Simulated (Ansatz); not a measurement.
C₂H₇FSi₂ (`F[SiH2]/C=C/[SiH3]`), relaxed with RKS PBE-D4/def2-SVP in Ansatz from a rough embedded geometry. The force threshold is 0.03 eV/Å; the program also tests the step.

Charge 0, multiplicity 1.

Start:

```xyz
12

F     1.216    1.715    1.910
Si    0.400    2.168    0.669
C    -0.099    0.634   -0.188
C     0.079   -0.648    0.190
Si   -0.374   -2.177   -0.684
H    -0.794    2.947    1.125
H     1.203    2.996   -0.231
H    -0.764    0.831   -1.061
H     0.727   -0.785    1.057
H     0.807   -2.912   -1.119
H    -1.180   -1.792   -1.896
H    -1.222   -2.978    0.228
```

```tsv
step	energy (eV)	largest force (eV/Å)	largest move (Å)
1	-20638.0847	2.692	0.000
2	-20638.3358	1.375	0.117
3	-20638.4188	0.637	0.066
4	-20638.4446	0.148	0.069
5	-20638.4470	0.080	0.017
6	-20638.4479	0.037	0.023
7	-20638.4480	0.009	0.011
```

End:

```xyz
12

F     1.258    1.673    1.963
Si    0.379    2.181    0.670
C    -0.183    0.652   -0.248
C     0.134   -0.597    0.176
Si   -0.395   -2.181   -0.693
H    -0.785    2.985    1.178
H     1.257    3.052   -0.185
H    -0.793    0.774   -1.166
H     0.745   -0.688    1.096
H     0.810   -2.983   -1.112
H    -1.209   -1.826   -1.908
H    -1.218   -3.042    0.229
```

Hardware: 4 threads of an AMD EPYC 9R45 on a shared host. Wall time 3.9 s, peak host memory 0.18 GiB.
